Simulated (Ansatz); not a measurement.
`C[SiH2]F` + `[SH][Ti]([Cl])([Cl])[Cl]` → `C[SiH2][S][Ti]([Cl])([Cl])[Cl]` + H–F at 500 K and 1 bar (ligand exchange at the Si–F bond).

Isolated molecules relaxed with PBE0-D4/def2-TZVP in Ansatz; ΔE leaves out vibrations. CCSD(T)/CBS is the MP2 limit (def2-TZVPP, def2-QZVPP) plus CCSD(T) − MP2 in def2-TZVPP, frozen cores. This one scheme is used for every species. For Ti outer-core shells are correlated without core-valence functions, which leaves a few kJ/mol of doubt a bond. Scalar relativity is left out up to krypton. Each species was taken in one conformer, which may not be the lowest.

| species | CCSD(T)/CBS energy (Eh) | H − E (kJ/mol) | S (J/(mol·K)) |
| --- | --- | --- | --- |
| `C[SiH2]F` | -430.00374 | 180.6 | 331.4 |
| `[SH][Ti]([Cl])([Cl])[Cl]` | -2626.86635 | 81.8 | 449.4 |
| `C[SiH2][S][Ti]([Cl])([Cl])[Cl]` | -2956.45554 | 231.2 | 564.9 |
| H–F | -100.39570 | 39.4 | 188.7 |

H − E and S are ideal-gas, rigid-rotor, harmonic terms from PBE0-D4/def2-TZVP, for one conformer and one mirror image of each species. 1 Eh = 2625.50 kJ/mol, R = 8.31446 J/(mol·K).

Question: By hand: ΔE, ΔH, ΔS and ΔG.

Answer: ΔE = (-2956.45554) + (-100.39570) − (-430.00374) − (-2626.86635) = 0.01885 Eh = 49.5 kJ/mol. Δ(H − E) = 231.2 + 39.4 − 180.6 − 81.8 = 8.2, so ΔH = 57.7 kJ/mol. ΔS = 564.9 + 188.7 − 331.4 − 449.4 = -27.2 J/(mol·K). ΔG = 57.7 − 500 × (-27.2)/1000 = 71.3 kJ/mol.

Question: By hand: the equilibrium constant, and the temperature at which ΔG would vanish if ΔH and ΔS stayed fixed.

Answer: log₁₀ K = −ΔG/(RT ln 10) = -7.4. ΔH and −TΔS have one sign here, so there is no such temperature.

ΔH outweighs TΔS. A doubt of 5 kJ/mol in ΔE shifts log₁₀ K by 0.5 here. Other conformers and mirror images would add mixing entropy, several J/(mol·K) or more a flexible species. Modes under 60 cm⁻¹, often nearly free rotors, make the harmonic entropy too high. These are equilibria of isolated gas molecules and say nothing of rates. Largest T1 diagnostic: 0.026 (customary marks: 0.02 for closed shells, 0.045 for open ones).
